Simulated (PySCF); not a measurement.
C₂H₅Cl₂GeN, SMILES C/C=[N]/[GeH]([Cl])[Cl].

Geometry optimised at TPSSh-D3(BJ)/def2-SVP. The structure was generated by enumeration; whether it is a known compound was not checked. Other conformers were not sampled.

Computed with PBE/def2-TZVP (PySCF).

Symmetry labels are those of the subgroup Cs that the program uses (full group Cs).

**Question.** List the valence orbital energies around the gap with their symmetry. (An estimate is asked for; the answer gives what the named calculation found.)

**Answer.** 
| orbital | symmetry | energy (eV) |
|---|---|---|
| HOMO−7 | A' | -9.82 |
| HOMO−6 | A' | -9.50 |
| HOMO−5 | A" | -8.36 |
| HOMO−4 | A' | -8.04 |
| HOMO−3 | A" | -7.76 |
| HOMO−2 | A' | -7.74 |
| HOMO−1 | A" | -7.59 |
| HOMO | A' | -6.34 |
| LUMO | A" | -2.24 |
| LUMO+1 | A' | -1.56 |
| LUMO+2 | A' | -0.22 |
| LUMO+3 | A" | -0.21 |
